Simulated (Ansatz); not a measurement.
Reaction (silylene formation by 1,1-elimination): `NC[SiH](Cl)Cl` → `Cl[Si]Cl` + CH₃NH₂

Isolated molecules relaxed with PBE0-D4/def2-TZVP in Ansatz; ΔE leaves out vibrations. CCSD(T)/CBS is the MP2 limit (def2-TZVPP, def2-QZVPP) plus CCSD(T) − MP2 in def2-TZVPP, frozen cores. This one scheme is used for every species. DFT in def2-TZVPP. B3LYP here is the variant with VWN-RPA as its local correlation; programs differ in this. One conformer a species, not always the lowest.

(1) Is it downhill or uphill in electronic energy at CCSD(T)/CBS, and by how much? (Estimate.)

(2) What do these levels give: PBE-D4, r2SCAN-D4, B3LYP-D4, ωB97M-V, PBE0, SCS-MP2/def2-TZVPP, CCSD/def2-TZVPP, CCSD(T)/def2-TZVPP, HF/def2-QZVPP, HF/CBS(def2), MP2/CBS(def2), CCSD/CBS(def2)? (An estimate is asked.)

Largest T1 diagnostic among the species: 0.013.

Answers

(1) Ansatz gave: Uphill: ΔE = +147.3 kJ/mol.

(2) The calculation gave: PBE-D4 138.0, r2SCAN-D4 158.6, B3LYP-D4 134.4, ωB97M-V 139.4, PBE0 142.8, SCS-MP2/def2-TZVPP 148.1, CCSD/def2-TZVPP 141.7, CCSD(T)/def2-TZVPP 143.0, HF/def2-QZVPP 131.9, HF/CBS(def2) 131.8, MP2/CBS(def2) 163.2, CCSD/CBS(def2) 146.0 kJ/mol.

In def2-TZVPP, CCSD(T) changes the Hartree–Fock value by +10.8 kJ/mol (the triples alone add +1.3 kJ/mol) and MP2 by +26.7 kJ/mol. The D4 term adds +19.6 kJ/mol with B3LYP and +10.9 kJ/mol with PBE0; it sums over pairs of atoms, weighted by their polarisabilities, and B3LYP, whose exchange is more repulsive, gets the larger term.
